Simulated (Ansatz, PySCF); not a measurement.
CH6ClFSi2, SMILES C[Si@@](F)([SiH3])Cl. Atoms are numbered in the order given.

```xyz
11

C     -1.7115    -1.0090     0.7735
Si    -0.2294     0.0265     0.3250
F      0.0021     1.1276     1.5077
Si     1.7777    -1.1309    -0.0182
Cl    -0.6465     1.0860    -1.4186
H     -2.5997    -0.3689     0.8966
H     -1.5341    -1.5488     1.7177
H     -1.9214    -1.7453    -0.0181
H      2.8581    -0.1686    -0.3743
H      2.1646    -1.8844     1.2111
H      1.5842    -2.0983    -1.1379
```
Charge 0, spin multiplicity 1.

Geometry: B3LYP-D3(BJ)/def2-SVP. The structure was generated by enumeration; whether it is a known compound was not checked.

Two levels are set side by side: PBE-D3(BJ)/def2-SVP (Ansatz, an electronic-structure program) and B3LYP-D3(BJ)/def2-SVP (Ansatz). Each level has its own optimised geometry; the coordinates shown are those of the second. Frequencies come from the Hessian of PySCF at each geometry. Differences are taken from unrounded values.

```tsv
quantity	B3LYP-D3(BJ)
mean bond length (Å)	1.570
bond C1–Si2 (Å)	1.863
bond Si2–F3 (Å)	1.632
bond Si2–Si4 (Å)	2.342
bond Si2–Cl5 (Å)	2.082
bond C1–H6 (Å)	1.102
bond C1–H7 (Å)	1.102
bond C1–H8 (Å)	1.101
bond Si4–H9 (Å)	1.490
bond Si4–H10 (Å)	1.493
bond Si4–H11 (Å)	1.492
highest harmonic wavenumber (cm⁻¹)	3133
mean harmonic wavenumber (cm⁻¹)	1082
zero-point energy (kcal/mol)	41.76
```

Q: What does PBE-D3(BJ) give, and how far is it from B3LYP-D3(BJ)? (An estimate is asked for; the answer gives what the named calculation found.)

A: 
```json
[
 {"quantity": "mean bond length (Å)", "PBE-D3(BJ)": "1.579", "PBE-D3(BJ) minus B3LYP-D3(BJ)": "0.009"},
 {"quantity": "bond C1–Si2 (Å)", "PBE-D3(BJ)": "1.869", "PBE-D3(BJ) minus B3LYP-D3(BJ)": "0.006"},
 {"quantity": "bond Si2–F3 (Å)", "PBE-D3(BJ)": "1.644", "PBE-D3(BJ) minus B3LYP-D3(BJ)": "0.012"},
 {"quantity": "bond Si2–Si4 (Å)", "PBE-D3(BJ)": "2.347", "PBE-D3(BJ) minus B3LYP-D3(BJ)": "0.005"},
 {"quantity": "bond Si2–Cl5 (Å)", "PBE-D3(BJ)": "2.087", "PBE-D3(BJ) minus B3LYP-D3(BJ)": "0.004"},
 {"quantity": "bond C1–H6 (Å)", "PBE-D3(BJ)": "1.109", "PBE-D3(BJ) minus B3LYP-D3(BJ)": "0.007"},
 {"quantity": "bond C1–H7 (Å)", "PBE-D3(BJ)": "1.109", "PBE-D3(BJ) minus B3LYP-D3(BJ)": "0.007"},
 {"quantity": "bond C1–H8 (Å)", "PBE-D3(BJ)": "1.108", "PBE-D3(BJ) minus B3LYP-D3(BJ)": "0.007"},
 {"quantity": "bond Si4–H9 (Å)", "PBE-D3(BJ)": "1.503", "PBE-D3(BJ) minus B3LYP-D3(BJ)": "0.013"},
 {"quantity": "bond Si4–H10 (Å)", "PBE-D3(BJ)": "1.506", "PBE-D3(BJ) minus B3LYP-D3(BJ)": "0.013"},
 {"quantity": "bond Si4–H11 (Å)", "PBE-D3(BJ)": "1.505", "PBE-D3(BJ) minus B3LYP-D3(BJ)": "0.013"},
 {"quantity": "highest harmonic wavenumber (cm⁻¹)", "PBE-D3(BJ)": "3087", "PBE-D3(BJ) minus B3LYP-D3(BJ)": "-46"},
 {"quantity": "mean harmonic wavenumber (cm⁻¹)", "PBE-D3(BJ)": "1052", "PBE-D3(BJ) minus B3LYP-D3(BJ)": "-30"},
 {"quantity": "zero-point energy (kcal/mol)", "PBE-D3(BJ)": "40.59", "PBE-D3(BJ) minus B3LYP-D3(BJ)": "-1.17"}
]
```

GGA bonds tend to be longer and softer than those of functionals with exact exchange. Differences between two approximate levels are no errors against the true value.
